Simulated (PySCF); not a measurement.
C2H7BOS, SMILES CB(OC)S.

The structure is a stationary point at B3LYP-D3(BJ)/def2-SVP. The structure was generated by enumeration, and PubChem lists no compound with its InChIKey, so it may never have been made. The values are those of a single conformer.

Two levels are set side by side: TDA-PBE/def2-SVPD (PySCF) and TDA-M06-2X/def2-SVPD (PySCF). Vertical, same geometry. The lowest singlet is HOMO→LUMO+1 99 % with PBE and HOMO→LUMO 46 %, HOMO→LUMO+4 32 %, HOMO→LUMO+1 9 % with the other functional; states are paired by order. Differences are taken from unrounded values.

| quantity | TDA-M06-2X |
|---|---|
| lowest singlet excitation (eV) | 6.41 |
| lowest triplet excitation (TDA) (eV) | 6.07 |
| first bright state (f over 0.05) (eV) | 7.04 |
| its oscillator strength | 0.12 |

Question: What does TDA-PBE give, and how far is it from TDA-M06-2X? (An estimate is asked for; the answer gives what the named calculation found.)

Answer: 
```
quantity                               TDA-PBE  TDA-PBE minus TDA-M06-2X
-------------------------------------  -------  ------------------------
lowest singlet excitation (eV)            5.91                     -0.50
lowest triplet excitation (TDA) (eV)      5.39                     -0.68
first bright state (f over 0.05) (eV)     6.40                     -0.64
its oscillator strength                   0.11                     -0.01
```

Functionals without exact exchange tend to place singlet excitations lower, as here. Differences between two approximate levels are no errors against the true value.

Rough cost on one machine, each run with all the roots and properties that it gave: TDA-M06-2X against TDA-PBE about 7 times.
